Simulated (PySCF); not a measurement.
Computed shifts of a molecule C5H6O2, PySCF with PBE/pcSseg-1, GIAO, gas phase, equivalent atoms averaged, in ppm (number of nuclei): ¹³C: 165.9 (1), 132.8 (1), 128.4 (1), 86.3 (1), 15.3 (1). ¹H: 6.82 (1), 5.20 (1), 4.28 (1), 2.33 (3). References: ¹³C against TMS (σ = 182.0 ppm); ¹⁷O against H2O (σ = 334.3 ppm); ¹H against TMS (σ = 31.49 ppm), references at their B3LYP-D3(BJ)/def2-TZVP geometries, non-relativistic. Geometry optimised at TPSSh-D3(BJ)/def2-SVP. One conformer was computed; it need not be the lowest.

### Question
Pick the molecule that these values belong to.
A) C=C=CCC(=O)O
B) C#C[C@H]1O[C@@H](C)O1
C) Cc1coc(O)c1
D) COc1ccco1

### Answer
C, Cc1coc(O)c1
